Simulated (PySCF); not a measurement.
## How methods differ on the ionisation energy of Bi⁴⁶⁺

Bi⁴⁶⁺ [Kr] 4d1 (2D) → Bi⁴⁷⁺ [Kr] (1S), as a difference of total energies. Calculation: PySCF 2.14, in an uncontracted even-tempered set (18 s from 5.4 bohr⁻², ratio 2.5; 14 p from 7 bohr⁻², ratio 2.5; 8 d from 7 bohr⁻², ratio 2.5; 4 f from 29 bohr⁻², ratio 2.7; 3 g from 43 bohr⁻², ratio 2.7); the spin-free X2C one-electron Hamiltonian (Gaussian nucleus). Correlated levels: outer shells: [Ar] 3d10 frozen; virtual orbitals above 40 to 60 times the deepest correlated orbital energy dropped. The calculations carry no spin-orbit coupling.

```tsv
method	ionisation energy (eV)
UHF	2364.7
PBE	2367.8
r2SCAN	2366.9
MP2 (outer shells)	2364.6
SCS-MP2 (outer shells)	2364.6
```

Question: Estimate what LDA gives.

Answer: 2367.6 eV, closest to PBE among the rows shown.

Question: Estimate what PBE0 gives.

Answer: 2367.5 eV, closest to PBE among the rows shown.

A first-order spin-orbit estimate (lowest level to lowest level, LS coupling) adds 20.854 eV.

Breit and QED terms and the two-electron picture change are absent.

First order in ζ underestimates the shift of j = l − 1/2 levels at high Z.

For comparison: 2385 ± 4 eV (theoretical estimate listed by NIST; NIST Atomic Spectra Database, ionization energies).
